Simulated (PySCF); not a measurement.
## Structure elucidation problem

Molecular formula: C₄H₃ClO₂Si. Simulated spectra:

¹H NMR (600 MHz, computed): δ 7.33 (s, 1H), 4.13 (s, 2H).

¹³C{¹H} NMR (computed): δ 231.7 (C), 229.9 (C), 172.7 (C), 154.1 (CH).

Level of theory: geometry: GFN2-xTB, shieldings: GIAO PBE0/pcSseg-1, in PySCF 2.14 (equivalent nuclei averaged, no solvent model, non-relativistic Hamiltonian, one conformer).

δ = σ(ref) − σ, references computed at the same level: ¹H (31.72 ppm) and ¹³C (186.93 ppm) against TMS.

Task: Propose a structure and justify it.

Result: 
The formula gives 4 degrees of unsaturation (1 ring in the answer). 4 carbon signals for 4 carbons: no two carbons are equivalent. Carbon types of the structure: 3 × C, 1 × CH, leaving 2 H on heteroatoms. δC 231.7, 229.9: carbonyl carbon. δC 172.7, 154.1: β carbon of a C=C–C=O unit; conjugation with the carbonyl draws π density from the β position. δH 7.33: hydrogen on a β carbon of a C=C–C=O unit; a vinylic proton, deshielded by the sp2 carbon and the C=C anisotropy. δH 4.13: hydrogen on a silicon bonded to 2 C, in a 5-membered ring.

Structure: `O=C1C=C(Cl)C(=O)[SiH2]1`.

The shifts were computed for this structure.

Carbons that carry Cl, above all several Cl atoms, come out too deshielded, partly because spin–orbit coupling is missing. Shifts are as computed. Against solution values, carbons near 30 ppm lie about +3 ppm off and those near 130 ppm about +5 ppm; carbons on Cl a further +6 ppm. Of 1309 compounds with measured shifts, 239 miss one by over three times the rms of a fit or turn the order of signals round; such compounds aren't used in these exercises. No couplings were computed; multiplicities are counted from neighbouring protons, with m where these are inequivalent, close in shift, in a saturated or five-membered ring or joined by F or P, and br s for small geminal =CH2 splittings.
